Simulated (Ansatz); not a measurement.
Cost and result for the atomization energy of C₂H₈AlBO (13 atoms, 14 bonds).

```xyz
13

B    -0.677   -0.405   -1.321
C     0.308   -0.261   -0.253
C     0.903   -1.215    0.719
O     0.924    1.089   -0.041
Al   -0.912    1.236    0.544
H    -1.263   -1.440   -1.437
H    -0.908    0.522   -2.053
H     0.351   -2.155    0.677
H     0.883   -0.844    1.748
H     1.948   -1.418    0.461
H     1.075    1.484   -0.909
H    -0.992    1.014    2.106
H    -1.641    2.395   -0.240
```

Total charge 0; spin multiplicity 1. The bonds changed during the relaxation, so this is another structure than the one it started from. The structure was optimised at the PBE0-D4/def2-TZVP level. It is one conformer, not always the lowest. Program: Ansatz. All runs use 4 threads of an Arm Neoverse V2 on a shared host. Times are those of one run each, without the atoms' runs, and a repeat can differ threefold. Electronic energies, without spin–orbit coupling; frozen cores. CCSD(T)/CBS adds CCSD(T) − MP2 in def2-TZVPP to the MP2 limit, and its time is that of the two runs behind it. T1 = 0.012. B3LYP takes the VWN-RPA correlation (the form of Gaussian; ORCA's B3LYP/G).

CCSD(T)/CBS is a level of theory with its own doubt, some kJ/mol a heavy atom from the limit and from the frozen cores, so smaller differences don't rank the functionals.

```json
{"level": "PBE-D4/def2-TZVPP (with forces)", "functions": "278", "wall time": "2.6 s"}
{"level": "PBE0-D4/def2-TZVPP", "functions": "278", "wall time": "2.7 s"}
{"level": "B3LYP-D4/def2-TZVPP (with forces)", "functions": "278", "wall time": "4.7 s"}
{"level": "r2SCAN-D4/def2-TZVPP (with forces)", "functions": "278", "wall time": "4.9 s"}
{"level": "B2PLYP/def2-TZVPP", "functions": "278", "wall time": "5.5 s"}
{"level": "ωB97X-V/def2-TZVPP", "functions": "278", "wall time": "7.5 s"}
{"level": "ωB97M-V/def2-TZVPP (with forces)", "functions": "278", "wall time": "11 s"}
{"level": "MP2/def2-QZVPP", "functions": "538", "wall time": "23 s"}
{"level": "CCSD(T)/def2-TZVPP", "functions": "278", "wall time": "2.6 min"}
{"level": "CCSD(T)/CBS(def2)", "functions": "–", "wall time": "2.9 min"}
```

(1) What atomization energy does each give, and how far from CCSD(T)/CBS? (An estimate is asked.)

Answers

(1) Ansatz gave: 
```
                             level  atomization (kcal/mol)  difference from CCSD(T)/CBS  per bond
   PBE-D4/def2-TZVPP (with forces)                  1118.1                         17.4       1.2
                PBE0-D4/def2-TZVPP                  1102.6                          1.9       0.1
 B3LYP-D4/def2-TZVPP (with forces)                  1101.1                          0.4       0.0
r2SCAN-D4/def2-TZVPP (with forces)                  1108.7                          8.0       0.6
                 B2PLYP/def2-TZVPP                  1089.1                        -11.6      -0.8
                ωB97X-V/def2-TZVPP                  1103.4                          2.7       0.2
  ωB97M-V/def2-TZVPP (with forces)                  1106.3                          5.6       0.4
                    MP2/def2-QZVPP                  1104.2                          3.5       0.2
                CCSD(T)/def2-TZVPP                  1075.3                        -25.4      -1.8
                 CCSD(T)/CBS(def2)                  1100.7                          0.0       0.0
```

The D4 term adds +10.1 kcal/mol with B3LYP and +5.3 kcal/mol with PBE0; it sums over pairs of atoms, weighted by their polarisabilities, and B3LYP, whose exchange is more repulsive, gets the larger term. From PBE to PBE0 (25 % exact exchange), in def2-TZVPP and without D4, the atomization energy moves by −14.6 kcal/mol: exact exchange takes away binding that semilocal exchange gives to molecules. In def2-TZVPP, CCSD(T) changes the Hartree–Fock value by +258.7 kcal/mol (the triples alone add +15.1 kcal/mol) and MP2 by +272.6 kcal/mol; breaking electron pairs costs correlation energy, which Hartree–Fock lacks.
